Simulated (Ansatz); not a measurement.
Program: Ansatz. Geometries: PBE0-D4/def2-TZVP. ΔE: electronic, gas phase. CBS: MP2 limit from def2 TZ/QZ plus the TZ coupled-cluster correction, frozen cores. For Ge outer-core shells are correlated without core-valence functions, which leaves a few kJ/mol of doubt a bond. Scalar relativity is left out up to krypton. Each species was taken in one conformer, which may not be the lowest.

Consider the substitution at a C–C bond: `CC(C)[NH][AlH2]` + `[SH][Ge][SH]` → `C[S][Ge][SH]` + `CC[NH][AlH2]`.

```csv
species,MP2/def2-QZVPP energy (Eh)
`CC(C)[NH][AlH2]`,-416.78907
`[SH][Ge][SH]`,-2872.61998
`C[S][Ge][SH]`,-2911.85184
`CC[NH][AlH2]`,-377.54908
```

Work out ΔE.

ΔE = (-2911.85184) + (-377.54908) − (-416.78907) − (-2872.61998) = 0.00813 Eh = +5.1 kcal/mol. CCSD(T)/CBS gives +5.2 kcal/mol.

Largest T1 diagnostic among the species: 0.014.
